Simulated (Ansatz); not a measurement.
C₂H₇NSSi (`N/C=C/[SiH2]S`) at its PBE0-D4/def2-TZVP geometry, where that method's forces vanish. The species carries charge 0 and has multiplicity 1.

```json
{"atom": "N1", "x (Å)": "-1.287", "y (Å)": "-2.206", "z (Å)": "-0.308"}
{"atom": "C2", "x (Å)": "-0.687", "y (Å)": "-1.093", "z (Å)": "0.194"}
{"atom": "C3", "x (Å)": "-0.269", "y (Å)": "-0.019", "z (Å)": "-0.501"}
{"atom": "Si4", "x (Å)": "0.468", "y (Å)": "1.422", "z (Å)": "0.344"}
{"atom": "S5", "x (Å)": "2.514", "y (Å)": "1.613", "z (Å)": "-0.294"}
{"atom": "H6", "x (Å)": "-1.271", "y (Å)": "-2.357", "z (Å)": "-1.302"}
{"atom": "H7", "x (Å)": "-1.326", "y (Å)": "-3.033", "z (Å)": "0.259"}
{"atom": "H8", "x (Å)": "-0.592", "y (Å)": "-1.106", "z (Å)": "1.277"}
{"atom": "H9", "x (Å)": "-0.366", "y (Å)": "-0.028", "z (Å)": "-1.585"}
{"atom": "H10", "x (Å)": "0.381", "y (Å)": "1.193", "z (Å)": "1.814"}
{"atom": "H11", "x (Å)": "-0.198", "y (Å)": "2.716", "z (Å)": "0.031"}
{"atom": "H12", "x (Å)": "2.633", "y (Å)": "2.900", "z (Å)": "0.072"}
```

For each bond, give half the difference of the two atoms' forces along it (eV/Å; positive pushes the atoms apart) under PBE-D4, r2SCAN-D4, B3LYP-D4, ωB97M-V in def2-TZVPP. (An estimate is asked.)

Computed: 
| bond | length (Å) | PBE-D4 | r2SCAN-D4 | B3LYP-D4 | ωB97M-V |
| --- | --- | --- | --- | --- | --- |
| N1–C2 | 1.361 | 0.02 | 0.09 | 0.24 | 0.33 |
| N1–H6 | 1.005 | 0.19 | -0.01 | -0.04 | -0.10 |
| N1–H7 | 1.003 | 0.17 | -0.03 | -0.06 | -0.09 |
| C2–C3 | 1.345 | 0.31 | 0.19 | 0.01 | -0.12 |
| C2–H8 | 1.088 | 0.00 | -0.10 | -0.14 | -0.12 |
| C3–Si4 | 1.825 | -0.12 | -0.08 | 0.04 | 0.12 |
| C3–H9 | 1.089 | 0.05 | -0.03 | -0.07 | -0.05 |
| Si4–S5 | 2.152 | 0.12 | 0.06 | 0.18 | 0.06 |
| Si4–H10 | 1.490 | 0.08 | -0.02 | -0.11 | -0.14 |
| Si4–H11 | 1.489 | 0.06 | -0.02 | -0.12 | -0.16 |
| S5–H12 | 1.344 | 0.25 | 0.00 | -0.02 | -0.09 |

B3LYP here is the variant with VWN-RPA as its local correlation; programs differ in this.
